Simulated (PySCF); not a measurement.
Work out the structure from these simulated measurements.

Elements present: C, H, N, O and Si. Monoisotopic mass: 167.0254 u.

| Item | Value |
| --- | --- |
| XPS | Si2p3/2 107.2 (×2), Si2p3/2 107.6, C1s 292.4 (×2), N1s 403.8, O1s 538.0 (×2), Si1s 1847.0 (×2), Si1s 1847.8 eV [ΔSCF SCAN, pcX-2 on the ionised atom, pcseg-1 elsewhere, spin-free X2C, 2p3/2 from a spin–orbit splitting computed afterwards within the 2p shell] |
| Rotational structure | rotational constants A, B, C: 1.147, 0.974, 0.787 GHz [PBE0-D3(BJ)/def2-SVP] |
| UV, strongest line | among the 10 lowest singlet transitions: S3 at 7.64 eV (162 nm, f = 0.045) [TDDFT wB97X-D/def2-SVPD] |
| Valence photoelectron | vertical ionisation energy: 9.56 eV [ΔSCF wB97X-D/def2-SVPD] |
| 13C NMR | chemical shifts (computed TMS as zero) by class: 50.4 (2 C) ppm [GIAO CAM-B3LYP/pcSseg-1] |
| Dipole | 1.27 D [wB97X-D/def2-SVPD] |
| 1H NMR | chemical shifts (computed TMS as zero) by class: 4.56 (6 H), 4.46 (1 H), 3.60 (6 H) ppm [GIAO CAM-B3LYP/pcSseg-1] |
| UV, first state | lowest singlet excitation: 6.72 eV (185 nm, f = 0.003) [TDDFT wB97X-D/def2-SVPD] |

The electronic properties come from PySCF, for the isolated species, density fitting. Levels stand in brackets. The structure is a single PBE0-D3(BJ)/def2-SVP conformer in the gas phase; no vibrational or solvent corrections. NMR values are class means; diastereotopic atoms form classes of their own.

Question: Which formula fits the mass and the elements?

Answer: C2H13NO2Si3 (calculated 167.0254). No other formula that holds each of these elements comes within 0.0003 u with a fitting electron parity and a possible valence count.

Question: What is the compound? Reason from the data.

Answer: Numbering: `[CH3:1][O:2][SiH:3]([O:4][CH3:5])[N:6]([SiH3:7])[SiH3:8]`. Its formula, C2H13NO2Si3, gives 0 degrees of unsaturation, so no ring and no π bond. 2 carbons fall into 1 class: methoxy carbon [C1/C5] (50.4 ppm, 2 C). Hydrogen classes from least to most shielded: 6 H on 2 SiH3 silicons, Si7/Si8 (4.56 ppm), 1 H on an oxygen-bound silicon, Si3 (4.46 ppm), 6 H on 2 methoxy carbons, C1/C5 (3.60 ppm). The core levels belong to: Si2p3/2 107.2 eV, SiH3 silicon [Si7/Si8]; Si2p3/2 107.6 eV, oxygen-bound silicon [Si3]; C1s 292.4 eV, methoxy carbon [C1/C5]; N1s 403.8 eV, nitrogen bridging silicon atoms [N6]; O1s 538.0 eV, silyl ether oxygen [O2/O4]; Si1s 1847.0 eV, SiH3 silicon [Si7/Si8]; Si1s 1847.8 eV, oxygen-bound silicon [Si3]. One atom of each topological class was ionised and stands for its class. The first electron is taken from the HOMO, whose largest Löwdin shares are 0.44 on the nitrogen bridging silicon atoms, 0.09 on each of 2 atoms of one kind (SiH3 silicon) and 0.08 on a silyl ether oxygen. The optimised geometry has point group C1 and is an asymmetric top. Structure: `[SiH3]N([SiH3])[SiH](OC)OC`. Computed isomers that give other values at the same levels: `CN(C)[SiH2]O[SiH2]O[SiH3]` (rotational constant A: 1.378 GHz; this holds for the one conformer computed). The assignments are read from this structure; whether some other isomer fits the data as well wasn't checked.

The values belong to the conformer `[CH3:1][O:2][SiH:3]([O:4][CH3:5])[N:6]([SiH3:7])[SiH3:8]`: C1–O2–Si3–O4 173°, O2–Si3–O4–C5 162°, O2–Si3–N6–Si7 130°.
